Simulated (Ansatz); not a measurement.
Cost and result for the atomization energy of C$_{3}$H$_{6}$SiTe (`CC1=C[Te][SiH2]1`) (11 atoms, 11 bonds).

```xyz
11

C    -1.5416   -0.3093   -0.0808
C    -0.0571   -0.1775   -0.0810
C     0.8127   -1.0850   -0.5431
Te    2.8307   -0.4346   -0.3242
Si    1.0908    1.1693    0.5030
H    -1.8568   -1.2649   -0.5082
H    -1.9443   -0.2421    0.9345
H    -2.0091    0.4925   -0.6607
H     0.5655   -2.0492   -0.9840
H     1.0083    2.4650   -0.2211
H     1.1008    1.4359    1.9655
```

The species carries charge 0 and has multiplicity 1. Correlated methods include outer-core shells of Te, which these sets cover unevenly. Te: def2 effective core potential. Geometry: relaxed with PBE0-D4/def2-TZVP. Program: Ansatz. All runs use 4 threads of an Arm Neoverse V1 on a shared host. Times are those of one run each, without the atoms' runs, and a repeat can differ threefold. Electronic energies, without spin–orbit coupling; frozen cores. CCSD(T)/CBS adds CCSD(T) − MP2 in def2-TZVPP to the MP2 limit, and its time is that of the two runs behind it. T1 = 0.012. With those shells the extrapolation isn't a true limit. B3LYP takes the VWN-RPA correlation (the form of Gaussian; ORCA's B3LYP/G).

CCSD(T)/CBS is a level of theory with its own doubt, some kJ/mol a heavy atom from the limit and from the frozen cores, so smaller differences don't rank the functionals.

```
                             level  functions  wall time  atomization (kJ/mol)  difference from CCSD(T)/CBS  per bond
   PBE-D4/def2-TZVPP (with forces)        269      3.6 s                4181.7                         83.7       7.6
                PBE0-D4/def2-TZVPP        269      4.2 s                4116.9                         18.9       1.7
r2SCAN-D4/def2-TZVPP (with forces)        269        7 s                4096.4                         -1.6      -0.1
 B3LYP-D4/def2-TZVPP (with forces)        269        7 s                4079.8                        -18.2      -1.7
                 B2PLYP/def2-TZVPP        269        9 s                4033.9                        -64.1      -5.8
                ωB97X-V/def2-TZVPP        269       11 s                4093.5                         -4.5      -0.4
  ωB97M-V/def2-TZVPP (with forces)        269       16 s                4080.3                        -17.7      -1.6
                    MP2/def2-QZVPP        503       32 s                4116.7                         18.7       1.7
                CCSD(T)/def2-TZVPP        269    5.8 min                3979.9                       -118.1     -10.7
                 CCSD(T)/CBS(def2)          –    6.3 min                4098.0                          0.0       0.0
```

The D4 term adds +51.4 kJ/mol with B3LYP and +26.9 kJ/mol with PBE0; it sums over pairs of atoms, weighted by their polarisabilities, and B3LYP, whose exchange is more repulsive, gets the larger term. From PBE to PBE0 (25 % exact exchange), in def2-TZVPP and without D4, the atomization energy moves by −60.2 kJ/mol: exact exchange takes away binding that semilocal exchange gives to molecules. In def2-TZVPP, CCSD(T) changes the Hartree–Fock value by +1015.1 kJ/mol (the triples alone add +75.1 kJ/mol) and MP2 by +1082.2 kJ/mol; breaking electron pairs costs correlation energy, which Hartree–Fock lacks.

Spin–orbit coupling would lower the free Te atoms strongly, and the atomization energy with them, by more than many differences here.
